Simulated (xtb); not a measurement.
Ga(Me)2(AsH2) (C2H8AsGa), SMILES [CH3][Ga]([CH3])[AsH2]. All values are semi-empirical tight-binding results from xtb (GFN2-xTB unless named), good for trends rather than for accurate numbers. Geometry optimised at GFN2-xTB. The isomer is the one that the SMILES or the coordinates give; other isomers of the formula were not compared.

For metal compounds this method's bond lengths and energies can be far off.

Question: Estimate the properties. (The exact figures need the calculation; the answer reports its results.)

Answer: 
```
Property                                       Value
-------------------------------------  -------------
orbital gap                                  3.75 eV
zero-point energy                      50.8 kcal/mol
G − E(el) at 298.15 K (modified RRHO)  27.9 kcal/mol
```
